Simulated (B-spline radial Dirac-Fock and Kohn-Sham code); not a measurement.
# What relativity does to the binding energies of I²⁸⁺

System: I²⁸⁺, configuration [Ar] 3d7.

Both columns are ΔSCF binding energies of the configuration average from an atomic code on a B-spline grid: non-relativistic Hartree-Fock with a point nucleus, and Dirac-Fock with a finite nucleus and the Coulomb interaction alone, averaged over the two j levels with weights 2j+1.

| shell | Hartree-Fock (eV) | Dirac-Fock (eV) | shift (eV) | shift (%) |
| --- | --- | --- | --- | --- |
| 1s | 33100.0 | 34435.0 | +1335.03 | +4.03 |
| 2s | 5985.3 | 6324.3 | +339.03 | +5.66 |
| 2p | 5682.4 | 5788.8 | +106.39 | +1.87 |
| 3s | 1987.7 | 2072.0 | +84.27 | +4.24 |
| 3p | 1860.4 | 1892.1 | +31.76 | +1.71 |
| 3d | 1648.1 | 1645.5 | -2.59 | -0.16 |

Relativity binds 1s, 2s, 2p, 3s, 3p more strongly, among those listed most of all 2s in relative terms, and 3d more weakly, because the contracted s and p shells screen the nucleus better.

Values without a named source are computed, but for edge energies of neutral atoms, which are taken from tables.
